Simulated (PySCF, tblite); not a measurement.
Isomers of C8H12OSi, one GFN2-xTB conformer each. Single-point energies are computed at PBE0/pcSseg-1 (PySCF, gas phase, no added dispersion term), electronic only.

Task: Rank them by PBE0/pcSseg-1 energy, lowest first (kcal/mol).
A. `[CH3:1][O:2][CH2:3][C:4]1=[CH:5][C@@:6]2([SiH3:7])[CH:8]=[CH:9][C@@H:10]12` with C1–O2–C3–C4 -179°, O2–C3–C4–C5 125°
B. `[CH2:1]=[CH:2][CH2:3][CH2:4][C:5]1=[CH:6][C:7](=[O:8])[SiH2:9][CH2:10]1` with C1–C2–C3–C4 -123°, C2–C3–C4–C5 57°, C3–C4–C5–C6 -111°
C. `[CH3:1][C:2]#[C:3][C@@:4]1([SiH3:5])[CH2:6][C@H:7]1[C:8]([CH3:9])=[O:10]` with C6–C7–C8–C9 -162°
D. `[CH2:1]=[CH:2][CH2:3][C:4]1=[CH:5][C@@H:6]([CH:7]=[O:8])[SiH2:9][CH2:10]1` with C1–C2–C3–C4 116°, C2–C3–C4–C5 106°, C5–C6–C7–O8 -153°
E. `[CH:1]#[C:2]/[CH:3]=[C:4](/[C:5]([CH3:6])=[O:7])[SiH:8]([CH3:9])[CH3:10]` with C3–C4–C5–C6 -30°, C3–C4–Si8–C9 -97°

Result: B (0.0), D (0.7), E (13.5), C (29.7), A (62.1).

As drawn, the lowest has a C=O bond, which the highest lacks; the highest has a four-membered ring, which the lowest lacks. Neighbours under 2.5 kcal/mol apart (C=CCCC1=CC(=O)[SiH2]C1 and C=CCC1=C[C@@H](C=O)[SiH2]C1) can change places with a better method, another conformer or zero-point energy. GFN2-xTB itself gives, in the same order: 0.0, 0.9, 28.5, 7.9, 28.7. Both levels put the same isomer lowest; measured from each level's own lowest isomer, the values differ by up to 33.4 kcal/mol (COCC1=C[C@@]2([SiH3])C=C[C@@H]12: 28.7 against 62.1).

Task: Which frontier levels, dipoles and rotational constants go with these structures?

Result: 
```csv
SMILES,"HOMO (eV, PBE0/pcSseg-1)",LUMO (eV),dipole (D),"A, B, C (MHz)"
C=CCCC1=CC(=O)[SiH2]C1,-6.41,-1.55,4.32,"1796, 691.5, 658.5"
C=CCC1=C[C@@H](C=O)[SiH2]C1,-7.03,-0.69,3.70,"2729, 566.5, 498.6"
C#C/C=C(/C(C)=O)[SiH](C)C,-7.38,-2.20,2.36,"1195, 973.1, 649.2"
CC#C[C@@]1([SiH3])C[C@H]1C(C)=O,-6.81,-0.49,2.03,"1076, 1012, 623.9"
COCC1=C[C@@]2([SiH3])C=C[C@@H]12,-6.86,-0.36,1.76,"2309, 617.9, 554.3"
```

Task: What happens when harmonic zero-point energies from GFN2-xTB frequencies are added?

Result: 
| SMILES | ZPE (kcal/mol) | electronic (kcal/mol) | with ZPE (kcal/mol) |
| --- | --- | --- | --- |
| C=CCCC1=CC(=O)[SiH2]C1 | 107.9 | 0.0 | 0.0 |
| C=CCC1=C[C@@H](C=O)[SiH2]C1 | 107.1 | 0.7 | 0.0 |
| C#C/C=C(/C(C)=O)[SiH](C)C | 105.7 | 13.5 | 11.3 |
| CC#C[C@@]1([SiH3])C[C@H]1C(C)=O | 104.6 | 29.7 | 26.4 |
| COCC1=C[C@@]2([SiH3])C=C[C@@H]12 | 105.6 | 62.1 | 59.8 |

The zero-point energies span 3.3 kcal/mol. C=CCC1=C[C@@H](C=O)[SiH2]C1 becomes the lowest.
